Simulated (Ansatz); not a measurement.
AlPH3F3⁻, that is Al(PH3)F3 with one electron more. Charge -1, multiplicity 2. Geometry r2SCAN-D4/def2-SVP, that of the neutral singlet; atoms count from 1.

Cartesian coordinates in Å:
```
Al 1.279 -0.073 0.567
P -1.001 0.057 -0.446
H -1.350 1.231 -1.156
H -2.117 -0.038 0.421
H -1.360 -0.919 -1.406
F 1.203 1.271 1.547
F 2.193 0.035 -0.820
F 1.152 -1.565 1.293
```

The highest occupied level of the charge -1 doublet lies above zero (up to 1.63 eV). By energy differences it is unbound by 0.43 eV (vertical, to the charge 0 singlet, at PBE0-D4/def2-TZVPD) and held by the finite basis.

(1) Estimate the Mulliken populations from the PBE0/def2-TZVPD orbitals of Ansatz.

(2) Where does the spin sit?

(3) And the Mayer bond orders between bonded heavy atoms (over 0.3)?

## Answers

(1) 
```csv
atom,charge (e),spin (α − β)
Al1,0.87,-0.19
P2,-1.52,1.24
H3,0.30,-0.08
H4,0.30,-0.07
H5,0.30,-0.08
F6,-0.42,0.06
F7,-0.42,0.06
F8,-0.42,0.06
```
Mulliken values and Mayer orders depend strongly on the basis. With diffuse functions, as here, like atoms can get unlike values, and bond orders can come out too low or too high.

(2) Summed by element: Al -0.19, P 1.24, H -0.23, F 0.17, of 1 unpaired in all. Largest on single atoms: P2 1.24, Al1 -0.19, H3 -0.08.

(3) Al1–F6 0.99 (1.66 Å); Al1–F7 0.99 (1.66 Å); Al1–F8 0.99 (1.66 Å).
